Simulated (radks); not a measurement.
Values are calculated unless marked as measured or tabulated.
The rhodium ion Rh2+ inside a hard spherical wall (all orbitals vanish at R), configuration held at [Kr] 4d7 and not refilled when levels cross. Code: a radial shooting solver on a logarithmic mesh with Libxc functionals. Model: scalar-relativistic Kohn-Sham, PBEsol, spin-polarised, spherical densities, finite nucleus; open shells are filled with parallel spins first (spin-orbit coupling, left out, can overturn this in heavy ions); Fermi nuclear charge, rms radius 4.4945 fm. Eigenvalues in eV for spin up, with the zero of energy where the potential of the charges vanishes at infinity; a dash marks a level that is unbound or too diffuse for the functional's potential to be trusted. A positive occupied level is held by the wall or, in an anion where self-interaction has pushed it up, behind a barrier. The pressure on the wall is -dE/dV.

R (bohr),E (hartree),kinetic (hartree),e(3d),e(4s),e(4p),e(4d),"e(5s, empty)","e(5p, empty)",pressure (GPa)
free,-4780.71058,4950.674,-321.84,-104.24,-72.105,-26.658,-20.088,-13.973,0
20,-4780.71058,4950.674,-321.84,-104.24,-72.105,-26.658,-20.088,-13.973,< 0.0001
10,-4780.71058,4950.674,-321.84,-104.24,-72.105,-26.658,-20.088,-13.971,< 0.0001
7,-4780.71053,4950.674,-321.84,-104.23,-72.102,-26.655,-20.069,-13.860,0.00543
6,-4780.71007,4950.680,-321.81,-104.21,-72.078,-26.633,-19.969,-13.526,0.0763
5,-4780.70558,4950.724,-321.62,-104.04,-71.917,-26.481,-19.420,-12.306,1.06
4,-4780.66402,4951.032,-320.51,-103.10,-71.019,-25.586,-16.692,-7.826,15.1
3.5,-4780.56924,4951.621,-318.73,-101.67,-69.655,-24.132,-12.502,-1.881,60.4
3,-4780.27005,4953.270,-314.71,-98.588,-66.700,-20.739,-2.823,10.715,266
2.5,-4779.23439,4958.468,-305.16,-91.752,-59.884,-12.369,21.095,39.464,1400
2,-4775.06294,4977.152,-280.62,-74.412,-41.399,10.699,86.583,112.42,9420
